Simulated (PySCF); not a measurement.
Cl3Sb, charge +1, doublet, at a GFN2-xTB geometry (a state made from the parent by changing its charge; the spin is typed, not shown lowest) (core potentials on Sb); DF-B97M-V/def2-SVPD in PySCF.

PySCF was given this input:
```python
from pyscf import gto, scf, dft

mol = gto.M(
    atom='''
Sb    0.00321780   -0.00060931    0.45841300
Cl   -1.88737745   -1.03661953   -0.44656592
Cl    0.04063205    2.15098423   -0.45586257
Cl    1.83709199   -1.11253676   -0.47281051
''',
    basis='def2-svpd',
    ecp={'Sb': 'def2-svpd'},
    charge=1,
    spin=1,
    verbose=4,
)

mf = dft.UKS(mol)
mf.xc = 'b97m_v'
mf = mf.density_fit(auxbasis='def2-universal-jkfit')
mf.kernel()
```

**Question.** Write the output that PySCF gives for this input, abridged.

**Answer.** 
```
PySCF version 2.14.0

[INPUT] verbose = 4
[INPUT] num. atoms = 4
[INPUT] num. electrons = 73
[INPUT] charge = 1
[INPUT] spin (= nelec alpha-beta = 2S) = 1
[INPUT] symmetry False subgroup None
[INPUT] Mole.unit = angstrom
[INPUT] Symbol           X                Y                Z      unit          X                Y                Z       unit  Magmom
[INPUT]  1 Sb     0.003217800000  -0.000609310000   0.458413000000 AA    0.006080760724  -0.001151429025   0.866275021940 Bohr   0.0
[INPUT]  2 Cl    -1.887377450000  -1.036619530000  -0.446565920000 AA   -3.566626474180  -1.958927007075  -0.843887285364 Bohr   0.0
[INPUT]  3 Cl     0.040632050000   2.150984230000  -0.455862570000 AA    0.076783446380   4.064771092958  -0.861455407740 Bohr   0.0
[INPUT]  4 Cl     1.837091990000  -1.112536760000  -0.472810510000 AA    3.471600726732  -2.102389779911  -0.893482372716 Bohr   0.0

nuclear repulsion = 388.639779822256
number of shells = 45
number of NR pGTOs = 202
number of NR cGTOs = 113
basis = def2-svpd
ecp = {'Sb': 'def2-svpd'}

******** <class 'pyscf.df.df_jk.DFUKS'> ********
method = DFUKS
initial guess = minao
damping factor = 0
level_shift factor = 0
DIIS = <class 'pyscf.scf.diis.CDIIS'>
diis_start_cycle = 1
diis_space = 8
diis_damp = 0
SCF conv_tol = 1e-09
SCF conv_tol_grad = None
SCF max_cycles = 50
direct_scf = False
number electrons alpha = 37  beta = 36
XC library pyscf.dft.libxc version 7.1.2
    S. Lehtola, C. Steigemann, M. J. T. Oliveira, and M. A. L. Marques,  SoftwareX 7, 1–5 (2018)
XC functionals = b97m_v
    N. Mardirossian and M. Head-Gordon,  J. Chem. Phys. 142, 074111 (2015)
radial grids:
    Treutler-Ahlrichs [JCP 102, 346 (1995); DOI:10.1063/1.469408] (M4) radial grids

becke partition: Becke, JCP 88, 2547 (1988); DOI:10.1063/1.454033
pruning grids: <function nwchem_prune>
grids dens level: 3
symmetrized grids: False
atomic radii adjust function: <function treutler_atomic_radii_adjust>
** Following is NLC and NLC Grids **
NLC functional = b97m_v
radial grids:
    Treutler-Ahlrichs [JCP 102, 346 (1995); DOI:10.1063/1.469408] (M4) radial grids

becke partition: Becke, JCP 88, 2547 (1988); DOI:10.1063/1.454033
pruning grids: <function nwchem_prune>
grids dens level: 3
symmetrized grids: False
atomic radii adjust function: <function treutler_atomic_radii_adjust>
small_rho_cutoff = 0
Set gradient conv threshold to 3.16228e-05
tot grids = 78600
tot grids = 78600
init E= -1594.80125867923

cycle= 1 E= -1617.05715140801  delta_E= -22.3  |g|= 2.32  |ddm|= 7.91
cycle= 2 E= -1614.0849355467  delta_E= 2.97  |g|= 3.29  |ddm|= 6.95
cycle= 3 E= -1619.74873233932  delta_E= -5.66  |g|= 0.303  |ddm|=  4.1
cycle= 4 E= -1619.7798670292  delta_E= -0.0311  |g|= 0.232  |ddm|= 0.924
cycle= 5 E= -1619.81931577294  delta_E= -0.0394  |g|= 0.0281  |ddm|= 0.409
cycle= 6 E= -1619.81975752553  delta_E= -0.000442  |g|= 0.0122  |ddm|= 0.0614
cycle= 7 E= -1619.81985308772  delta_E= -9.56e-05  |g|= 0.00339  |ddm|= 0.0187
cycle= 8 E= -1619.81984741509  delta_E= 5.67e-06  |g|= 0.00424  |ddm|= 0.0136
cycle= 9 E= -1619.81986248167  delta_E= -1.51e-05  |g|= 0.000311  |ddm|= 0.00845
cycle= 10 E= -1619.81986254037  delta_E= -5.87e-08  |g|= 0.000165  |ddm|= 0.000685
cycle= 11 E= -1619.81986255724  delta_E= -1.69e-08  |g|= 3.21e-05  |ddm|= 0.000233
cycle= 12 E= -1619.81986255693  delta_E= 3.1e-10  |g|= 3.78e-05  |ddm|= 0.000131
cycle= 13 E= -1619.81986255813  delta_E= -1.2e-09  |g|= 2.43e-06  |ddm|= 7.47e-05
cycle= 14 E= -1619.81986255813  delta_E= 6.82e-13  |g|= 1.64e-06  |ddm|= 7.92e-06
Extra cycle  E= -1619.81986255813  delta_E= -3.18e-12  |g|= 3.39e-06  |ddm|= 8.38e-06
converged SCF energy = -1619.81986255813  <S^2> = 0.75415954  2S+1 = 2.0041552
```
